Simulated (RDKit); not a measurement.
RDKit input (UFF):

```python
from rdkit import Chem
from rdkit.Chem import AllChem, rdDetermineBonds

mol = Chem.MolFromXYZFile('mol.xyz')
rdDetermineBonds.DetermineBonds(mol, charge=0)
print('SMILES', Chem.MolToSmiles(Chem.RemoveHs(mol)))
ff = AllChem.UFFGetMoleculeForceField(mol)
e0 = ff.CalcEnergy()
flag = ff.Minimize(maxIts=5000, forceTol=1e-5)
print(f'energy {e0:.4f} -> {ff.CalcEnergy():.4f} kcal/mol, converged: {flag == 0}')
print(Chem.MolToXYZBlock(mol))
```
mol.xyz:
```
10

C      1.51122700    -0.25669500     1.13296500
O      0.88946400     0.37025800     0.01531400
B     -0.40056800     0.08146800    -0.31708600
O     -0.97881000     0.69802500    -1.39835600
O     -1.12501400    -0.81865600     0.41845400
H      0.97735300    -0.02736200     2.05699100
H      2.52725700     0.12860800     1.19749800
H      1.54202800    -1.34041300     1.00629100
H     -0.37776500     1.30774400    -1.83729900
H     -2.01851100    -0.93276000     0.08085900
```

Output:

```
SMILES COB(O)O
energy 58.6287 -> 3.2431 kcal/mol, converged: True
10

C      1.074526    0.412006    1.233900
O      1.388701   -0.303125    0.062754
B      0.139414   -0.588930   -0.663217
O     -0.345380    0.342774   -1.678685
O     -0.582785   -1.833994   -0.413182
H      0.601565    1.394428    1.001856
H      2.018190    0.624876    1.777082
H      0.429354   -0.184586    1.919844
H     -0.948500    0.956695   -1.188437
H     -1.228423   -1.609927    0.303715
```

The geometry given is a B3LYP-D3(BJ)/def2-TZVP minimum.
